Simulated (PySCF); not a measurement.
# Computed properties of Ge(Cl)3(SiH3) (Cl3GeH3Si), SMILES [Cl][Ge]([Cl])([SiH3])[Cl]

Ge(Cl)3(SiH3) (Cl₃GeH₃Si), SMILES [SiH3][Ge]([Cl])([Cl])[Cl]. Geometry optimised at B3LYP-D3(BJ)/def2-SVP. The values are those of a single conformer. All values are computed for the isolated molecule unless a solvent is named; none is compared with measurement here.

**Structure.** The optimised structure has C3v symmetry. All 18 harmonic modes at B3LYP-D3(BJ)/def2-SVP (PySCF) are real, so it is a minimum. With heavy atoms numbered as in [SiH3:1][Ge:2]([Cl:3])([Cl:4])[Cl:5], the shortest bond between them is Ge2–Cl4 at 2.170 Å and the longest Si1–Ge2 at 2.390 Å.

**Vibrations.** The strongest infrared lines (harmonic, unscaled, degenerate partners summed) lie at 859 cm⁻¹ (296 km/mol, H 90 %, Si 10 %), 425 cm⁻¹ (150 km/mol, Cl 62 %, Ge 37 %), 2259 cm⁻¹ (113 km/mol, H 96 %). The softest mode is at 80 cm⁻¹ and the zero-point energy is 18.3 kcal/mol.

**Electronic structure.** M06-2X/def2-TZVP (PySCF) places the frontier levels at -9.79 and -0.63 eV, a gap of 9.16 eV, and gives a dipole moment of 3.06 D and a mean polarisability of 93.7 bohr³. PBE/def2-TZVP (PySCF) at the same geometry gives -7.50 and -2.67 eV, so its gap is 4.33 eV narrower. An orbital gap is neither the optical nor the fundamental gap.

**Excitations.** TDA-B3LYP/def2-SVPD (PySCF) has S1 at 5.69 eV (218 nm, f = 0.181, bright); the most intense of the 10 singlets computed lies at 5.69 eV (f = 0.18). Strengths of degenerate partners are summed. T1 (TDA) is at 4.95 eV, 0.74 eV under S1. TDA-PBE/def2-SVPD (PySCF) puts S1 at 5.13 eV. No vertical singlet excitation falls in the visible range (under 3.1 eV).

**NMR.** GIAO shifts at PBE0/pcSseg-1 (PySCF) (non-relativistic, atoms alike by connectivity averaged): ¹H at 4.3 ppm against TMS; ²⁹Si at -74.4 ppm against TMS. Without spin–orbit terms, shifts of atoms bonded to Cl or Br come out too high.
